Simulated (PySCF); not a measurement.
B(CF3)(H)(OH) (CH₂BF₃O), SMILES B(O)C(F)(F)F. Geometry: B3LYP-D3(BJ)/def2-SVP. One conformer was computed; it need not be the lowest.

Give the equilibrium geometry at B3LYP-D3(BJ)/def2-SVP (PySCF confirms it by a frequency run) as bond lengths and angles, and its point group. (The exact figures need the calculation; the answer reports its results.)

This is not unique; one that fits is point group Cs.
Atoms: B1 C2 F3 F4 F5 H6 O7 H8. Bonded distances (Å): B1–C2 1.612, B1–H6 1.201, B1–O7 1.336, C2–F3 1.346, C2–F4 1.346, C2–F5 1.363, O7–H8 0.971. Bond angles (°): C2–B1–H6 120.8, C2–B1–O7 118.9, H6–B1–O7 120.3, B1–C2–F3 112.0, B1–C2–F4 112.0, B1–C2–F5 111.0, F3–C2–F4 107.8, F3–C2–F5 106.9, F4–C2–F5 106.9, B1–O7–H8 112.9.
Charge 0, spin multiplicity 1.
